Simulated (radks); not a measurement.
Species: In+. Configuration: [Kr] 4d10 5s2. Method: scalar-relativistic Kohn-Sham, PBEsol, spin-unpolarised, spherical densities, point nucleus; computed with a radial shooting solver on a logarithmic mesh with Libxc functionals.

Normalised radial functions P(r) = r R(r), r in bohr:

```
   r/bohr * 4d (the largest magnitude, 0.982, reaches the edge; | marks zero)
 0.003329                             *
 0.005127                             *
 0.007961                             *
  0.01236                             *
  0.01919                             *
   0.0298                             |*
  0.04627                             | *
  0.07185                             |   *
   0.1116                             |        *
   0.1732                             |            *
    0.269                             |           *
   0.4176                           * |
   0.6484        *                    |
    1.007  *                          |
    1.563           *                 |
    2.427                      *      |
    3.769                            *|
    5.852                             *
    9.086                             *
```

4d: eigenvalue -26.073 eV, 1 radial node at r = 0.401 bohr, <r> = 1.18 bohr, 90 % of the charge inside 1.86 bohr.
